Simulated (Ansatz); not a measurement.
Gas-phase electronic energies from Ansatz, PBE0-D4/def2-TZVP geometries. CCSD(T)/CBS adds triple-zeta CCSD(T) − MP2 to the extrapolated MP2 energy (def2 sets, frozen cores). This one scheme is used for every species. DFT in def2-TZVPP. B3LYP here is the variant with VWN-RPA as its local correlation; programs differ in this. One conformer a species, not always the lowest.

`O[SiH2]C(F)Cl` + H₂ → `FCCl` + `O[SiH3]`  (hydrogenolysis of a C–Si bond)

```csv
level,ΔE (kJ/mol),difference from CCSD(T)/CBS
PBE-D4,-22.8,5.8
PBE0-D4,-30.0,-1.4
B3LYP-D4,-28.7,-0.1
ωB97M-V,-27.4,1.2
PBE,-30.5,-1.9
PBE0,-36.7,-8.1
HF/def2-TZVPP,-61.4,-32.8
MP2/def2-TZVPP,-29.0,-0.4
SCS-MP2/def2-TZVPP,-35.7,-7.1
CCSD/def2-TZVPP,-38.8,-10.2
CCSD(T)/def2-TZVPP,-32.9,-4.3
HF/def2-QZVPP,-61.6,-33.0
MP2/def2-QZVPP,-26.7,1.9
SCS-MP2/def2-QZVPP,-33.5,-4.9
MP2/CBS(def2),-24.8,3.8
CCSD/CBS(def2),-34.6,-6.0
CCSD(T)/CBS,-28.6,0
```

Largest T1 diagnostic among the species: 0.011.

The D4 term adds +12.3 kJ/mol with B3LYP and +6.7 kJ/mol with PBE0; it sums over pairs of atoms, weighted by their polarisabilities, and B3LYP, whose exchange is more repulsive, gets the larger term. From PBE to PBE0 (25 % exact exchange), in def2-TZVPP and without D4, ΔE moves by −6.2 kJ/mol. In def2-TZVPP, CCSD(T) changes the Hartree–Fock value by +28.5 kJ/mol (the triples alone add +5.9 kJ/mol) and MP2 by +32.3 kJ/mol.
